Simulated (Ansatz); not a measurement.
A made-up structure of CHBrCl (charge -1), singlet:

```json
{"atom": "Cl1", "x (Å)": "0.7372", "y (Å)": "-1.3195", "z (Å)": "0.9329"}
{"atom": "C2", "x (Å)": "0.2632", "y (Å)": "0.0611", "z (Å)": "-0.5438"}
{"atom": "Br3", "x (Å)": "-1.5822", "y (Å)": "0.3095", "z (Å)": "-0.4202"}
{"atom": "H4", "x (Å)": "0.5818", "y (Å)": "0.9490", "z (Å)": "0.0310"}
```

It is relaxed with PBE-D4/def2-SVPD and then PBE0-D4/def2-TZVPD (Ansatz 0.2.0). Atoms count as bonded within 1.22 times the sum of their covalent radii (H–H: 0.88 Å). The end point is not checked to be a true minimum.

Q: Does its bonding change? (A judgement: the text doesn't fix the answer.)

A: Computed: No: no bond forms or breaks.

Where it ends: The first stage lowers the energy by 0.30 eV in 6 steps. It ends as CHBrCl ([Cl][CH][Br]), total charge -1:
Cl1  (0.719, -1.232, 0.861)
C2  (0.355, 0.000, -0.492)
Br3  (-1.697, 0.310, -0.424)
H4  (0.623, 0.922, 0.055)
(Å)

Labels in which every atom is bracketed show which atoms are joined, not bond orders.

For scale, one of the runs: PBE0-D4/def2-TZVPD relaxation, 149 basis functions, launched by `ansatz run in.yaml --threads 2 --pin off --events-out ev --progress --plain --max-ram 4352MiB`. Hardware: 2 CPU threads of an Arm Neoverse V1, shared host. Wall time about 23 s.
